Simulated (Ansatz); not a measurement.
`C[Si](O)(O)S`, charge 0, multiplicity 1.

(1) Give a relaxed structure at PBE0-D4/def2-TZVP (the Gaussian-basis code of Ansatz). (Estimate.)

## Answers

(1) Computed: 
Z-matrix (Å, degrees):
```
C
Si 1 1.848
H 1 1.092 2 111.0
H 1 1.093 2 109.7 3 -119.4
H 1 1.092 2 111.1 3 120.5
O 2 1.642 1 114.2 3 179.8
O 2 1.633 1 106.0 3 61.5
S 2 2.148 1 112.0 3 -61.8
H 6 0.958 2 117.9 1 77.5
H 7 0.959 2 117.2 1 -176.8
H 8 1.343 2 94.4 1 45.3
```
This is one stationary point; other conformers may exist.
